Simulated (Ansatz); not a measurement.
Ga₁₂N₁₂, 24 atoms. Hardware: 4 threads of AMD EPYC 7R13 on a shared host and a share (37 GiB) of an NVIDIA H100 80GB HBM3.

Correlated methods freeze 120 core orbitals; core or outer-core shells of Ga are correlated, in sets that lack core-valence functions. Single mean-field runs in def2-SVP, def2-TZVP are fitted with def2-universal-jkfit.

Problem. How many basis functions does each of these Ansatz runs have, and roughly what does it cost? r2SCAN0-D4/def2-TZVP, charge 0 singlet, energy, from earlier orbitals; r2SCAN-D4/def2-TZVP, charge 0 singlet, energy, from earlier orbitals; MP2/def2-SVP, charge 0 singlet, energy, from earlier orbitals; PBE0-D4/def2-TZVP, charge 0 singlet, energy, from earlier orbitals; PBE-D4/def2-TZVP, charge 0 singlet, energy and forces, from earlier orbitals; PBE-D4/def2-SVP, charge 0 singlet, energy, from earlier orbitals; PBE-D4/def2-SVP, charge 0 singlet, relaxation, 8 steps; PBE0-D4/def2-SVP, charge 0 singlet, energy, from earlier orbitals.

Solution. Other jobs shared the machine, so times can vary by a factor of up to 3.

```
                                                                         run  functions  fitting or Cholesky vectors  wall time  peak host memory (GiB)
           PBE0-D4/def2-SVP, charge 0 singlet, energy, from earlier orbitals        552                         4116      6.5 s                     1.1
            PBE-D4/def2-SVP, charge 0 singlet, energy, from earlier orbitals        552                         4116        7 s                     1.1
PBE-D4/def2-TZVP, charge 0 singlet, energy and forces, from earlier orbitals        948                         4116       12 s                     1.4
               MP2/def2-SVP, charge 0 singlet, energy, from earlier orbitals        552                         5508       13 s                     1.5
          PBE0-D4/def2-TZVP, charge 0 singlet, energy, from earlier orbitals        948                         4116       13 s                     1.3
       r2SCAN0-D4/def2-TZVP, charge 0 singlet, energy, from earlier orbitals        948                         4116       13 s                     1.3
        r2SCAN-D4/def2-TZVP, charge 0 singlet, energy, from earlier orbitals        948                         4116       14 s                     1.3
                      PBE-D4/def2-SVP, charge 0 singlet, relaxation, 8 steps        552                         4116       58 s                     1.2
```
